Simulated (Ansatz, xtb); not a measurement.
## C2H5F3Ge: which of two isomers lies lower

Structure a is `[CH3][Ge]([F])([F])[CH2]F`, a singlet and structure b is `FC[CH2][GeH]([F])[F]`, a singlet. Both are isolated molecules in the gas phase, relaxed with PBE0-D3(BJ)/def2-SVP; the shapes shown needn't be the lowest conformers.

a (Å):

```xyz
11

C     1.9980    1.5436   -1.2719
C    -0.3384   -0.3644    0.1087
F     2.2160    0.3068    1.4609
F     0.4251    2.3398    1.1384
F    -0.9232   -0.1964   -1.1252
Ge    1.0860    0.9615    0.3144
H     2.7191    0.7769   -1.5884
H     2.5300    2.4832   -1.0701
H     1.2653    1.7018   -2.0756
H    -1.0928   -0.2314    0.9016
H     0.0775   -1.3827    0.1897
```

b (Å):

```yaml
atoms:
  - { symbol: C, position_ang: [1.1242, -1.3785, 0.8409] }
  - { symbol: C, position_ang: [-0.3638, -1.3731, 0.5776] }
  - { symbol: F, position_ang: [1.7913, -1.4117, -0.3676] }
  - { symbol: F, position_ang: [-2.4966, 0.3678, -0.5271] }
  - { symbol: F, position_ang: [0.0066, 1.4407, -0.2155] }
  - { symbol: Ge, position_ang: [-0.8128, -0.0034, -0.7203] }
  - { symbol: H, position_ang: [1.4319, -0.4661, 1.3766] }
  - { symbol: H, position_ang: [1.4343, -2.2583, 1.4286] }
  - { symbol: H, position_ang: [-0.9337, -1.1577, 1.4948] }
  - { symbol: H, position_ang: [-0.7058, -2.3460, 0.1905] }
  - { symbol: H, position_ang: [-0.5641, -0.1999, -2.2138] }
```

**Question.** Which of the two would you expect CCSD(T)/def2-SVP + ΔMP2/def2-TZVPP electronic energies to favour?

**Answer.** Not settled: CCSD(T)/def2-SVP + ΔMP2/def2-TZVPP gives E(b) − E(a) = +2.6 kcal/mol, but this leans on the basis-set step: CCSD(T) alone gives −0.5 kcal/mol.

How the difference moves with the method:

```tsv
level	geometry	E(b) − E(a) (kcal/mol)	departure from the last row (kcal/mol)	job, with rough time for the two
PBE0-D3(BJ)/def2-SVP	PBE0-D3(BJ)/def2-SVP	+1.3	−1.4	optimisation, 5.9 min
HF/def2-SVP	PBE0-D3(BJ)/def2-SVP	0.0	−2.7	part of the CCSD(T) run
MP2/def2-SVP	PBE0-D3(BJ)/def2-SVP	−0.2	−2.8	part of the CCSD(T) run
CCSD(T)/def2-SVP	PBE0-D3(BJ)/def2-SVP	−0.5	−3.2	single point
CCSD(T)/def2-SVP + ΔMP2/def2-TZVPP	PBE0-D3(BJ)/def2-SVP	+2.6		single point, 5.1 min
```

As drawn, b has 1 C–C, 1 Ge–H in place of 1 C–Ge, 1 C–H.

CCSD(T)/def2-SVP puts the two in the other order. HF/def2-SVP, MP2/def2-SVP find them nearly level. The largest departure from CCSD(T)/def2-SVP + ΔMP2/def2-TZVPP is that of CCSD(T)/def2-SVP, 3.2 kcal/mol. Levels run at GFN2-xTB geometries aren't shown. The last row adds to CCSD(T) the change of the MP2 difference between the two basis sets, here +3.2 kcal/mol, a large step that makes the value less sure.

With thermal terms from frequencies at re-optimised GFN2-xTB minima (ideal gas, soft modes damped towards free rotors, one conformer each, 298.15 K, 1 atm): the zero-point term adds −0.1 kcal/mol; ΔH is +1.9 and ΔG +3.5 kcal/mol.

The correlated steps freeze 14 core orbitals; the filled d shell of Ge is correlated, in a basis made for valence electrons. Programs: Ansatz 0.2.0, xtb 6.7.1; the last row on 2 threads of AMD EPYC (Zen 3) on a shared host.
